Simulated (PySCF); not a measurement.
Species: C3H9F2NSi.
SMILES: `C[C@H](N[SiH3])C(F)F`

Method used: TDDFT PBE0/def2-SVPD, vertical, gas phase, core orbitals frozen in the response (PySCF). Isolated species at its GFN2-xTB geometry (one conformer only). Torsions of this conformer, `[CH3:1][C@H:2]([NH:3][SiH3:4])[CH:5]([F:6])[F:7]`: C1–C2–N3–Si4 87°, C1–C2–C5–F6 -63°.

Orbital energies (eV): HOMO-3 -10.07, HOMO-2 -9.93, HOMO-1 -9.48, HOMO -7.21, LUMO 0.12, LUMO+1 0.79, LUMO+2 1.08.

Lowest singlets, with some entries withheld (?).

```csv
state,E (eV),f,"main configurations (H = HOMO, L = LUMO)"
S1,?,?,?
S2,6.93,0.012,"H→L+1 (88%), H→L+2 (8%)"
S3,6.98,0.0071,"H→L+2 (79%), H→L+1 (10%)"
S4,7.33,0.0055,"H→L+4 (58%), H→L+3 (29%), H→L+5 (10%)"
S5,?,?,?
S6,7.69,0.025,"H→L+5 (45%), H→L+6 (43%), H→L+3 (8%)"
S7,7.78,0.0021,"H→L+6 (48%), H→L+5 (40%)"
S8,8.46,0.013,"H-1→L (62%), H→L+7 (28%)"
```

(1) What stands in place of each question mark?

(2) Where do the lowest triplets lie (Tamm–Dancoff)?

(3) What is the mean static polarisability from the same response equations?

(4) Which level carries the most intensity, and what share of the listed sum of f?

## Answers

(1) 
- S1: E = 5.98 eV; f = 0.011; H→L (98%)
- S5: E = 7.45 eV; f = 0.034; H→L+3 (53%), H→L+4 (31%), H→L+2 (9%)

(2) T1 5.71 eV, H→L (93%); T2 6.70 eV, H→L+1 (88%); T3 6.81 eV, H→L+2 (81%). E(S1) − E(T1) = +0.27 eV.

(3) 73.4 au (10.88 Å³), with principal values 66.2, 70.7 and 83.3 au.

(4) S5, with f = 0.034 of 0.110, 31%.

Time: 75 s; peak memory 0.86 GiB. Hardware: Arm Neoverse N1, one thread, no GPU, shared host.

Without π bonds the low states are Rydberg-like; a valence basis with one diffuse set may place them up to an eV too high.
